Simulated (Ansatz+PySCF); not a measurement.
## singlet H4 in separate pieces: levels of theory in one basis

```xyz
4

H     0.0000    0.0000   -0.3804
H     0.0000    0.0000    0.3804
H    10.0000    0.0000   -0.3804
H    10.0000    0.0000    0.3804
```

Basis set: cc-pVDZ (spherical functions). All electrons are correlated. Charge 0, multiplicity 1.

Computed with Ansatz (development build ahead of 0.2.0); each method stands on the lowest determinant of its kind that the runs found. NEVPT2 correlates all electrons. Active spaces start from the frontier orbitals, and the lowest solution found is given.

```csv
method,E − E(RHF) (eV),<S²> of the determinant
RHF,0.00,0.00
RHF-MP2,-1.45,–
RHF-CCSD,-1.91,–
RHF-CCSD(T),-1.91,–
full CI (lowest root of this spin),-1.91,–
"CASSCF(4,4)",-1.02,–
"CASSCF(2,2)",-0.51,–
"SC-NEVPT2(4,4)",-1.60,–
```

Q: What does SC-NEVPT2(2,2) give on the same scale?

A: -1.52 eV. NEVPT2 here correlates all electrons, so it doesn't share the others' frozen core.

Q: Is a single determinant a sound starting point here?

A: By this sign, yes. Unrestricted orbitals gain 0.00 eV and <S²> is 0.00 against 0.00 for a pure state. The CASSCF(4,4) natural occupations are 1.97, 1.97, 0.03, 0.03. The CASSCF(2,2) natural occupations are 1.97, 0.03.

Caution for CASSCF(2,2): other starts end on other solutions of this active space.
